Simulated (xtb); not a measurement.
HAl, charge +1, doublet, geometry from GFN2-xTB (such geometries of metal compounds can be far from the true shape) (a state made from the parent by changing its charge; the spin is typed, not shown lowest). Base run: GFN0-xTB (xtb).

Geometry (Å):
```xyz
2

Al     0.0000     0.0000    -0.1119
H      0.0000     0.0000     1.4544
```
Charge +1, spin multiplicity 2.
All else is at xtb's defaults.
Base energy -0.02766 Eh.

Each row names what was changed in the base input (with any setting that the change needs).

| change | ΔE vs base (mEh) |
|---|---|
| base | 0.000 |
| etemp = 1000 | 0.000 |
| etemp = 3000 | -0.034 |
| file = coord | 0.000 |
